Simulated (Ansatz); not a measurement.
H₇Ge₂In (SMILES [GeH3][InH][GeH3]), singlet, at a GFN2-xTB geometry (such geometries of metal compounds can be far from the true shape) (core potentials on In); HF/def2-TZVP in Ansatz (a first-principles code).

Ansatz was given this input:
Ansatz 0.2 input:
```yaml
crystal:
  periodic: [false, false, false]
  atoms:
    - {symbol: In, position_ang: [0.62557463, -0.13863916, -0.33832396]}
    - {symbol: Ge, position_ang: [-0.69688000, -2.15426388, 0.69186434]}
    - {symbol: H, position_ang: [-0.23243058, -3.57872923, 0.45848528]}
    - {symbol: H, position_ang: [-0.84342221, -2.11466450, 2.20701894]}
    - {symbol: H, position_ang: [-2.15477811, -2.22509940, 0.25762905]}
    - {symbol: Ge, position_ang: [-0.18562093, 2.35050723, -0.21435822]}
    - {symbol: H, position_ang: [-0.23895188, 3.18457284, -1.48238950]}
    - {symbol: H, position_ang: [-1.62395241, 2.44604745, 0.27630088]}
    - {symbol: H, position_ang: [0.52360890, 3.28667026, 0.75146548]}
    - {symbol: H, position_ang: [2.15679968, -0.48526607, -1.17083236]}
basis:
  gaussian:
    orbitals: def2-TZVP
hamiltonian:
  xc: hf
```

Output, abridged:

```
Functional definition: HF
1782 factors; their error is unknown
mean field evaluation 1: about -118202.4861 eV, gradient 1.6e1 eV
mean field evaluation 2: about -118203.7685 eV, gradient 6.1e0 eV
mean field evaluation 4: about -118203.9354 eV, gradient 4.9e-1 eV
mean field evaluation 8: about -118206.3640 eV, gradient 8.6e-1 eV
mean field -118206.36463021 eV, -4344.0037770084 hartree, gradient 2.2e-5 eV, S^2 0.000000; 0 other end points of the search recorded, 0 dependent functions left out
reference -118206.36463021 eV, -4344.0037770084 hartree; 46, 46 occupied and 142, 142 virtual orbitals, 1782 factors
Total energy: -118206.36463021 eV, -4344.0037770084 hartree
```
